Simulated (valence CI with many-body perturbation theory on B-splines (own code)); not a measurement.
Results of a calculation; reference values are marked as such.
Pm XLVI: magnetic and hyperfine properties of the levels

Level of theory: relativistic CI+MBPT: six valence electrons over a frozen Dirac-Fock core [Ne], radial functions for each j: 9 s, 9 p, 8 d, 6 f, 3 g, 1 h, with the one-electron correlation potential Σ1, the two-electron term Σ2, the three-electron term Σ3, Breit, model QED; selected CI, second order for the rest, scaled by the run's own slope (own B-spline code, finite nucleus).

No measured spectrum was set against this ion. As an estimate, large intervals hold to a few tenths of a per cent, small ones and those within an open d or f shell to about a per cent. Among the levels kept, up to 1100 cm⁻¹ of a level comes from second order outside the variational space, and about a tenth of that is noise between levels of different J, which matters for small intervals.

A/g_I is the dipole constant over the nuclear g factor μ/I (μ in nuclear magnetons, uniformly magnetised nucleus), B/Q the quadrupole constant per barn. Both hold the static response of the core; the bare values leave it out. Large factors of s and p1/2 electrons are usually good to 5 to 10 %; those of open d and f shells near neutrality can be off by tens of per cent, and small factors of p3/2, d and f electrons come from cancelling terms and can be off by a factor of two or in sign, in half-filled shells by more. B is blank for J = 1/2, where it vanishes, and for nearly pure S terms. Energies count from the lowest level. Levels with J = 0 are left out.

Levels are named by their leading jj configuration (3d3/2^4 stands for four electrons in 3d with j = 3/2), which in mixed levels can hold well under half, so a name can repeat and another be missing. Letters in brackets count levels of one name in rising energy.

```
                             Level  E (× 10³ cm⁻¹)      g  A/g_I (MHz)  A/g_I bare  B/Q (MHz/b)  B/Q bare
        (3s^2 3p1/2^2 3p3/2^2) J=2            0.00  1.344       104000      104000        25000     24500
          (3s^2 3p1/2 3p3/2^3) J=1          1101.4  1.494       -53900      -50300      -101000    -99300
          (3s^2 3p1/2 3p3/2^3) J=2          1164.9  1.140       267000      263000      -228000   -224000
    (3s^2 3p1/2^2 3p3/2 3d3/2) J=2          1470.9  1.049        80500       81000        -1370     -1190
    (3s^2 3p1/2^2 3p3/2 3d3/2) J=1          1515.3  1.149        65500       66900       -81300    -80800
    (3s^2 3p1/2^2 3p3/2 3d3/2) J=3          1523.9  1.125        75400       76400       188000    186000
    (3s^2 3p1/2^2 3p3/2 3d5/2) J=4          1757.9  1.268        50400       51500       202000    201000
    (3s^2 3p1/2^2 3p3/2 3d5/2) J=2          1769.8  1.276        70900       71700      -131000   -128000
    (3s^2 3p1/2^2 3p3/2 3d5/2) J=3          1914.5  1.172        48500       49400        24300     25500
    (3s^2 3p1/2^2 3p3/2 3d5/2) J=1          1975.6  1.046       -44900      -41700        22300     22600
          (3s 3p1/2^2 3p3/2^3) J=2          2220.3  1.457       530000      520000      -183000   -180000
          (3s 3p1/2^2 3p3/2^3) J=1          2349.5  1.173      -295000     -285000       -58000    -57100
(3s^2 3p1/2 3p3/2^2 3d3/2) J=2 [a]          2517.1  1.024       155000      153000      -121000   -120000
(3s^2 3p1/2 3p3/2^2 3d3/2) J=1 [a]          2527.4  0.953       178000      175000       -35900    -35800
(3s^2 3p1/2 3p3/2^2 3d3/2) J=3 [a]          2566.2  1.093       152000      151000       -18900    -18300
    (3s^2 3p1/2 3p3/2^2 3d3/2) J=4          2626.5  1.055       166000      164000        31800     32900
(3s^2 3p1/2 3p3/2^2 3d3/2) J=2 [b]          2702.1  0.846       207000      204000       114000    113000
(3s^2 3p1/2 3p3/2^2 3d5/2) J=3 [a]          2767.3  1.356       -15000      -12000        47300     46700
(3s^2 3p1/2 3p3/2^2 3d5/2) J=4 [a]          2783.5  1.286         -891        1350        94300     94900
(3s^2 3p1/2 3p3/2^2 3d3/2) J=3 [b]          2811.8  1.143        29100       30600        14500     15800
(3s^2 3p1/2 3p3/2^2 3d3/2) J=2 [c]          2832.9  1.266       160000      158000         5080      4140
(3s^2 3p1/2 3p3/2^2 3d5/2) J=1 [a]          2839.3  1.121       195000      192000        52300     51400
(3s^2 3p1/2 3p3/2^2 3d5/2) J=4 [b]          2860.2  1.178       136000      135000        -1140     -44.1
(3s^2 3p1/2 3p3/2^2 3d3/2) J=1 [b]          2870.3  1.420       310000      305000         1910      2170
    (3s^2 3p1/2 3p3/2^2 3d5/2) J=5          2883.0  1.192       128000      127000        45200     46600
(3s^2 3p1/2 3p3/2^2 3d3/2) J=1 [c]          2946.7  0.926      -137000     -131000       -23500    -22400
(3s^2 3p1/2 3p3/2^2 3d5/2) J=2 [a]          2994.7  1.262       -77100      -73000       172000    170000
        (3s^2 3p1/2^2 3d3/2^2) J=2          2998.4  0.734        52600       53800         2740      2920
(3s^2 3p1/2 3p3/2^2 3d5/2) J=3 [b]          3040.5  1.123       146000      145000       198000    197000
(3s^2 3p1/2 3p3/2^2 3d5/2) J=2 [b]          3061.0  1.080       114000      114000        33000     33200
(3s^2 3p1/2 3p3/2^2 3d5/2) J=1 [b]          3093.5  1.187      -105000     -100000         6060      5860
(3s^2 3p1/2 3p3/2^2 3d5/2) J=3 [c]          3111.8  1.064       162000      160000      -142000   -138000
(3s^2 3p1/2 3p3/2^2 3d5/2) J=2 [c]          3157.2  1.218        45600       46500      -158000   -156000
```

Question: Take the isotope of mass number 147, with I = 7/2, μ = 2.58 μN and Q = 0.74 b. What is the hyperfine structure of (3s^2 3p1/2^2 3p3/2 3d3/2) J=2?

Answer: From the table A = 59400 MHz, B = -1020 MHz. Shifts from the centre of gravity in MHz: F = 3/2: -535000, F = 5/2: -386000, F = 7/2: -178000, F = 9/2: 89400, F = 11/2: 416000.
